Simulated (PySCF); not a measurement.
Start geometry of `[H]/N=C/[SiH2][SbH2]` from GFN2-xTB (Å):
```
atom  x, y, z in Å
N1     1.392   -1.074    0.266
C2     1.341    0.092   -0.262
Si3   -0.334    1.011   -0.133
Sb4   -1.412   -0.936    1.000
H5     2.247   -1.574    0.190
H6     2.210    0.544   -0.765
H7    -0.039    2.193    0.704
H8    -0.581    1.548   -1.470
H9    -1.781   -1.620   -0.487
H10   -2.993   -0.205    0.936
```

Question: What comes out of this run: PBE0-D3(BJ)/def2-SVP geometry optimisation, gas phase, def2 core potentials past Kr in PySCF?

Answer: 
```
atom  x, y, z in Å
N1     1.5017   -1.1265    0.1596
C2     1.4275    0.0722   -0.2637
Si3   -0.2487    0.9514   -0.0634
Sb4   -1.6538   -0.8577    1.1010
H5     2.4361   -1.5285    0.0146
H6     2.2900    0.5913   -0.7324
H7    -0.0684    2.1741    0.7830
H8    -0.7383    1.3985   -1.4054
H9    -1.7879   -1.7048   -0.3837
H10   -3.1077    0.0090    0.7697
```

The energy falls by 6.3 kcal/mol over 8 energy and gradient evaluations, the largest force component goes from 0.0321 to 3.3e-04 Eh/bohr, and the atoms move by 0.191 Å rms after alignment. The bond that changes most is Si3–Sb4 (ends: SiH2 silicon; antimony bonded to Si and 2 H), which lengthens by 0.072 Å. Bonds longer at the end by more than 0.005 Å: 6 of 9; shorter: 3. Among the angles that change most is Sb4–Si3–H8, from 128.9° to 116.0°. Among the dihedrals that turn most is H8–Si3–Sb4–H9, from 25° to 43°. Rotational constants go from 5269, 1865, 1421 to 5605, 1543, 1245 MHz. The orientation of the end geometry is arbitrary; only internal coordinates are fixed.

The run used 102 basis functions and 57 SCF cycles in all. Time: 28 s wall; peak memory 0.43 GiB. Hardware: one thread, Arm Neoverse V2 (aarch64) (shared host).

PBE0-D3(BJ)/def2-SVP frequencies: not computed here. The numbers are those of one conformer.
